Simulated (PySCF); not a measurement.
**Excitation energy of Ca by level of theory**

Ca [Ar] 4s2 (1S) → Ca [Ar] 4s1 5s1 (3S), as a difference of total energies. All numbers are calculated (PySCF 2.14, the spin-free X2C one-electron Hamiltonian (Gaussian nucleus), in dyall-av3z). Correlated levels: valence: [Ar] frozen; virtual orbitals above 40 to 60 times the deepest correlated orbital energy dropped. The calculations carry no spin-orbit coupling.

```tsv
method	excitation energy (eV)
UHF	3.094
LDA	3.905
PBE	3.763
PBE0	3.725
r2SCAN	3.637
MN15	5.200
TPSS	3.747
r2SCAN0	3.650
MP2 (valence)	3.597
SCS-MP2 (valence)	3.746
```

**Question.** Which method comes closest to the reference value, and which is furthest?

**Answer.** The reference is 3.910 eV (measured; NIST levels). Closest: LDA (error -0.005 eV); furthest: MN15 (error 1.290 eV).
